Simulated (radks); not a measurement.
Q: Numerical settings for the aluminium ion Al2+, [Ne] 3s1. All-electron calculation, non-relativistic Kohn-Sham, LDA (Slater exchange, Perdew-Wang correlation), spin-unpolarised, spherical densities, point nucleus. Program: a radial shooting solver on a logarithmic mesh with Libxc functionals. The defaults (mesh step 0.008 in ln r, mesh end at 40 bohr or more with all orbitals vanishing there, Anderson mixing 0.5 over 9 steps, residual threshold near 1e-9 with the energy settled to 1e-9 hartree or 1e-11 of itself, here a cap of 57 iterations) give E = -240.3856 hartree and 3s at -23.885 eV in 14 iterations. Run on one thread of a shared host, so times are rough (Arm Neoverse N1): 0.07 s of CPU time, 0.07 s wall, 14 iterations on 2476 mesh points. One setting is changed at a time: mesh step in ln r 0.03; mesh step in ln r 0.012; mesh step in ln r 0.08; mesh end (bohr) 5; mesh end (bohr) 3; residual threshold 0.1; residual threshold 0.01; mixing 0.05; linear mixing, mixing 0.8; linear mixing, mixing 0.05; mixing history 20; iteration cap 8. Which runs fail to converge, and which converge to a wrong energy?

A: Not converged within the cap: mesh step in ln r 0.08; linear mixing, mixing 0.05; iteration cap 8. Settings that end as converged yet miss the energy by more than 1 mhartree: mesh end (bohr) 5 (+0.00779 hartree); mesh end (bohr) 3 (+0.273 hartree).
